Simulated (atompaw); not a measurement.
**Be (Z = 4): one change to a PAW (atompaw) potential, before and after**

- Element: beryllium (Be)
- Generator: atompaw 4.2.0.5
- Type: PAW
- Functional: LDA (PW92)
- Relativity: scalar-relativistic
- Frozen core: [He]
- Valence charge: 2
- Reference configuration: 2s2 2p0
- Partial waves: 2s (bound): rc 1.60 bohr; 2s channel at 0.3 Ry: rc 1.60 bohr; 2p (bound, empty): rc 3.00 bohr; 2p channel at 0.2 Ry: rc 3.00 bohr
- Local potential: ultrasoft scheme with l = 2 at -0.5 Ry, radius 2.60 bohr
- Core correction: smooth core density matched at 2.05 bohr
- Augmentation charge: sinc compensation charge, radius 2.80 bohr; PAW radius 3.00 bohr; waves and projectors: custom rrkj vanderbiltortho

All-electron outer shells of the reference configuration (LDA (PW92), scalar-relativistic, ld1.x):

| shell | level (eV) | outermost node (bohr) | outermost maximum (bohr) |
| --- | --- | --- | --- |
| 1s | -104.95 | – | 0.27 |
| 2s | -5.60 | 0.60 | 2.04 |
| 2p | -2.10 | – | 2.28 |

Change: wave 2s (bound): rc 1.60 bohr becomes 2s (bound): rc 2.98 bohr.

Cutoffs: the cutoffs (Ry, on a coarse ladder) from which the occupation-weighted sum of valence levels, in a spherical-Bessel basis at the reference potential, stays within 10 and 1 mRy of its value at 400 Ry; they do not see the model core or the augmentation charge, which bear on the density cutoff.

Q: What does the change do?

A: The potential gets softer (8 Ry and 15 Ry → 6 Ry and 6 Ry); the range in which the s phases agree narrows (upper end at the end of the scan → 1.7); neither file shows a bound ghost.

```csv
quantity,base,changed
"cutoff, loose",8 Ry,6 Ry
"cutoff, tight",15 Ry,6 Ry
bound ghosts,none,none
s: phases at 3.01 bohr within 0.05 rad from the reference energy up to (Ry; the scan ends near 5),to the end of the scan,1.7
p: phases at 3.01 bohr within 0.05 rad from the reference energy up to (Ry; the scan ends near 5),1.4,1.4
lowest overlap eigenvalue by channel,"s 0.72, p 0.92","s 0.52, p 0.92"
```

 The cutoffs see the waves, projectors and local potential, not the compensation charge or the core.
